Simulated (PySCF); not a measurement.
Correlation energy of B (boron, neutral)

[He] 2s1 2p1 3s1, high-spin 4P determinant (an excited configuration). Computed with PySCF 2.14 in aug-cc-pVTZ with one added diffuse shell each of s, p, d, f type (6s5p4d3f, 62 functions), with no relativity, point nucleus. Frozen: 1s2; 3 electrons correlated.

| level | correlation energy (mhartree) |
| --- | --- |
| CCSD | -9.38 |
| (T) | -0.08 |
| CCSD(T) | -9.46 |

Diagnostics: T1 = 0.016, D1 = 0.0372, largest double amplitude 0.036.

Question: Is a single reference adequate?

Answer: Yes: T1 lies below 0.03 and no double amplitude reaches 0.07.
